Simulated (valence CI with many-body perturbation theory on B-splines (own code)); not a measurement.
**Energy levels of Cr11+**

Calculated by configuration interaction combined with many-body perturbation theory (CI+MBPT): three valence electrons over a frozen Dirac-Fock core [Ne], radial functions for each j: 11 s, 11 p, 10 d, 8 f, 5 g, 2 h, with the one-electron correlation potential Σ1 (screened to all orders), the two-electron term Σ2, the three-electron term Σ3, Breit, model QED; selected single and double excitations, second order for the rest, scaled by the run's own slope (own B-spline code, finite nucleus).

No measured levels were compared; by estimate levels of excited configurations hold to 0.05 to 0.15 % of their energy, terms of the ground configuration to about 0.5 %.

Levels 136 to 156 of 156, with energies above the lowest level, 3s2 3p 2P°_1/2. "Leading %" is the weight of the configuration and term that name the level; weights of strongly mixed levels are sums over their largest components and can fall short. In the jj column 3d3/2^4 stands for four electrons in 3d with j = 3/2. Lifetimes count E1, E2, E3, M1 and M2 decay at the calculated energies, and are blank where another channel may lead or the interval is too uncertain; long ones can be off by a factor of two.

| No. | Configuration | Term | J | E (eV) | Leading % | Leading jj | Lifetime |
| --- | --- | --- | --- | --- | --- | --- | --- |
| 136 | 3p 3d2 | 2D° | 5/2 | 169.12 | 96 | 3p3/2 3d3/2 3d5/2 (34 %) | 14.3 ps |
| 137 | 3p 3d2 | 2D° | 3/2 | 169.20 | 95 | 3p3/2 3d3/2 3d5/2 (44 %) | 14.0 ps |
| 138 | 3p 3d2 | 2P° | 1/2 | 171.33 | 95 | 3p3/2 3d3/2 3d5/2 (52 %) | 11.8 ps |
| 139 | 3p 3d2 | 2P° | 3/2 | 171.48 | 93 | 3p3/2 3d5/2^2 (35 %) | 11.6 ps |
| 140 | 3s 3p 4p | 4D | 1/2 | 171.57 | 58 | 3s 3p1/2 4p1/2 (90 %) | 11.2 ps |
| 141 | 3s 3p 4p | 4D | 3/2 | 172.02 | 57 | 3s 3p1/2 4p1/2 (64 %) | 11.4 ps |
| 142 | 3s 3p 4p | 2P | 1/2 | 172.56 | 55 | 3s 3p1/2 4p3/2 (46 %) | 9.15 ps |
| 143 | 3s 3p 4p | 2P | 3/2 | 172.69 | 50 | 3s 3p1/2 4p3/2 (54 %) | 9.98 ps |
| 144 | 3s 3p 4p | 4D | 5/2 | 172.88 | 96 | 3s 3p1/2 4p3/2 (50 %) | 20.9 ps |
| 145 | 3s2 4f | 2F° | 5/2 | 172.98 | 96 | 3s^2 4f5/2 (96 %) | 2.43 ps |
| 146 | 3s2 4f | 2F° | 7/2 | 173.01 | 96 | 3s^2 4f7/2 (96 %) | 2.43 ps |
| 147 | 3s 3p 4s | 2P° | 1/2 | 173.51 | 94 | 3s 3p3/2 4s (65 %) | 6.02 ps |
| 148 | 3s 3p 4s | 2P° | 3/2 | 173.62 | 93 | 3s 3p3/2 4s (69 %) | 6.47 ps |
| 149 | 3s 3p 4p | 4P | 1/2 | 173.74 | 96 | 3s 3p1/2 4p1/2 (54 %) | 28.3 ps |
| 150 | 3s 3p 4p | 4D | 7/2 | 173.78 | 98 | 3s 3p3/2 4p3/2 (98 %) | 20.7 ps |
| 151 | 3s 3p 4p | 4P | 3/2 | 174.09 | 80 | 3s 3p1/2 4p3/2 (50 %) | 24.3 ps |
| 152 | 3s 3p 4p | 4P | 5/2 | 174.73 | 90 | 3s 3p3/2 4p3/2 (44 %) | 24.7 ps |
| 153 | 3s 3p 4p | 4S | 3/2 | 175.02 | 66 | 3s 3p3/2 4p1/2 (50 %) | 14.5 ps |
| 154 | 3s 3p 4p | 2D | 3/2 | 175.31 | 71 | 3s 3p3/2 4p3/2 (51 %) | 7.79 ps |
| 155 | 3s 3p 4p | 2D | 5/2 | 176.14 | 91 | 3s 3p3/2 4p3/2 (64 %) | 6.86 ps |
| 156 | 3s 3p 4p | 2S | 1/2 | 178.51 | 95 | 3s 3p3/2 4p3/2 (64 %) | 6.60 ps |

Names give the largest LS component (configuration and term), which can be under half, so a name can repeat, a term be missing and a line seem to break the LS rules; names also repeat where a configuration has a term twice.

Where two levels of one J and parity lie close, their mixing, g and order are uncertain.
